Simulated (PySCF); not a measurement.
Mn (manganese, neutral) across methods

[Ar] 3d6 4s1, high-spin 6D determinant (an excited configuration). All numbers are calculated (PySCF 2.14, no relativity, point nucleus, in aug-cc-pwCVTZ).

```tsv
method	E (hartree)	mean ε 3d α (eV)	mean ε 4s α (eV)	mean ε 3d β (eV)	Σ⟨r²⟩ (bohr²)	⟨S²⟩
PBE0	-1150.737	-6.274	-5.029	-2.854	36.23	8.756
r2SCAN	-1150.928	-4.756	-4.789	-1.479	36.28	8.759
UHF	-1149.75229	-11.517	-6.164	-6.196	36.77	8.761
PBE	-1150.721	-4.529	-4.527	-1.581	36.76	8.755
LDA	-1148.603	-4.752	-4.710	-1.595	36.53	8.758
B97-3	-1150.808	-6.291	-4.838	-2.925	36.29	8.762
M06-2X	-1150.895	-8.380	-5.181	-4.319	36.83	8.774
r2SCAN0	-1150.900	-6.498	-5.266	-2.818	35.92	8.759
```
